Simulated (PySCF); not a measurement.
Species: CH₃Br.
Bonds: C1–Br2. Hydrogens: H3, H4, H5 on C1.

Method used: core-valence-separated Tamm–Dancoff BHandHLYP/aug-pcX-1 (pcseg-1 on H, def2-SVPD on Br) in PySCF, non-relativistic, gas phase, PBE0-D3(BJ)/def2-SVP geometry. Absolute energies from this functional tend to lie a few eV below measured edges; no shift was applied.

**Question.** List the carbon K-edge absorption lines.

**Answer.** 
| E (eV) | f | core hole on | main final orbital |
| --- | --- | --- | --- |
| 284.19 | 0.0620 | C1 | LUMO (47 %) |
| 286.94 | 0.0106 | C1 | LUMO+1 (48 %) |
| 287.66 | 0.0709 | C1 | LUMO+2/LUMO+3 (2 roots, f summed) |
| 288.60 | 0.0043 | C1 | LUMO+4 (70 %) |
| 289.38 | 0.0067 | C1 | LUMO+8/LUMO+9 (2 roots, f summed) |

The first line with a tenth or more of the strongest one's intensity is at 284.19 eV (f = 0.062), with the hole on C1 (sp3 C–Br carbon). The strongest listed is at 287.66 eV (f = 0.071, sum of 2; C1).

Roots within 0.03 eV whose holes lie on the same, on equivalent or on shared atoms are summed into one line, and the highest roots are left out, as the search may have cut off their partners. Final orbitals are the ground state's empty Kohn–Sham orbitals.

**Question.** What length of transition dipole belongs to the line at 284.19 eV?

**Answer.** From f = (2/3) ΔE |μ|² in atomic units, with ΔE = 10.444 Eh and f = 0.0620: |μ| = 0.094 au = 0.24 D.

The list ends where the root search ended, not at a threshold. Relativistic effects, spin–orbit coupling among them, are left out although an element past zinc is present.

The run took about 4 s of CPU time (one thread, shared machine).
